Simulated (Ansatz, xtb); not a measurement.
**Two isomers of C7H7ClO**

Structure X is `CC1=C/C(=C/O)C(Cl)=C1`, a singlet and structure Y is `CC1=C/C(=C\O)C(Cl)=C1`, a singlet. Both are isolated molecules in the gas phase, relaxed with B3LYP-D3(BJ)/def2-SVP; the shapes shown needn't be the lowest conformers.

X (Å):

```csv
atom,x (Å),y (Å),z (Å)
C,0.6480,-0.8476,1.5194
C,0.2456,-0.0734,0.3036
C,-0.8024,0.7977,0.1753
C,-0.8169,1.3224,-1.1881
C,-1.7162,2.2160,-1.6864
C,0.3150,0.6855,-1.8563
C,0.9500,-0.1429,-0.9805
Cl,0.7525,0.9710,-3.5261
O,-1.7602,2.7136,-2.9162
H,-0.0224,-0.6375,2.3657
H,0.6261,-1.9349,1.3303
H,1.6775,-0.6007,1.8318
H,-1.5210,1.0708,0.9483
H,-2.5185,2.6069,-1.0519
H,-1.0302,2.3408,-3.4480
H,1.8280,-0.7520,-1.1935
```

Y (Å):

```xyz
16

C     0.2531   -1.4308    0.9509
C     0.1890   -0.2621    0.0201
C    -0.9075    0.4989   -0.2868
C    -0.5028    1.5301   -1.2394
C    -1.2441    2.5061   -1.8219
C     0.9285    1.3141   -1.4701
C     1.3432    0.2520   -0.7252
Cl    1.8915    2.2868   -2.5334
O    -2.5460    2.7300   -1.6346
H    -0.7277   -1.6408    1.4023
H     0.5899   -2.3416    0.4261
H     0.9741   -1.2523    1.7674
H    -1.9109    0.3526    0.1169
H    -0.7952    3.2138   -2.5243
H    -2.9046    2.0832   -1.0076
H     2.3548   -0.1500   -0.6858
```

Quicker runs give these differences E(Y) − E(X): GFN2-xTB +0.091 eV; HF/STO-3G +0.084 eV (at GFN2-xTB geometries); r2SCAN-D4/def2-SVP +0.111 eV (at GFN2-xTB geometries).

Task: Estimate E(Y) − E(X) at the level CCSD(T)/def2-SVP + ΔMP2/def2-TZVPP.

Result: CCSD(T)/def2-SVP + ΔMP2/def2-TZVPP gives E(Y) − E(X) = +0.068 eV, slightly favouring structure X, which is too small a margin to settle the true order.

The same difference at several levels:

| level | geometry | E(Y) − E(X) (eV) | departure from the last row (eV) | job, with rough time for the two |
| --- | --- | --- | --- | --- |
| GFN2-xTB | GFN2-xTB | +0.091 | +0.023 | optimisation, 0.16 s |
| HF/STO-3G | GFN2-xTB | +0.084 | +0.016 | single point, 0.88 s |
| r2SCAN-D4/def2-SVP | GFN2-xTB | +0.111 | +0.043 | single point, 11 s |
| B3LYP-D3(BJ)/def2-SVP | B3LYP-D3(BJ)/def2-SVP | +0.123 | +0.055 | optimisation, 93 s |
| HF/def2-SVP | B3LYP-D3(BJ)/def2-SVP | +0.039 | −0.030 | part of the CCSD(T) run |
| MP2/def2-SVP | B3LYP-D3(BJ)/def2-SVP | +0.089 | +0.021 | part of the CCSD(T) run |
| CCSD(T)/def2-SVP | B3LYP-D3(BJ)/def2-SVP | +0.082 | +0.014 | single point |
| CCSD(T)/def2-SVP + ΔMP2/def2-TZVPP | B3LYP-D3(BJ)/def2-SVP | +0.068 |  | single point, 6.6 min |

As drawn, both hold the same kinds of bond in the same numbers.

The largest departure from CCSD(T)/def2-SVP + ΔMP2/def2-TZVPP is that of B3LYP-D3(BJ)/def2-SVP, 0.055 eV. The last row adds to CCSD(T) the change of the MP2 difference between the two basis sets, here −0.014 eV.

With thermal terms from frequencies at re-optimised GFN2-xTB minima (ideal gas, soft modes damped towards free rotors, one conformer each, 298.15 K, 1 atm): the zero-point term adds 0.000 eV; ΔH is +0.072 and ΔG +0.058 eV.

The correlated steps freeze 13 core orbitals. Run with Ansatz 0.2.0, xtb 6.7.1; the last row on 2 threads of Arm Neoverse V2 on a shared host.
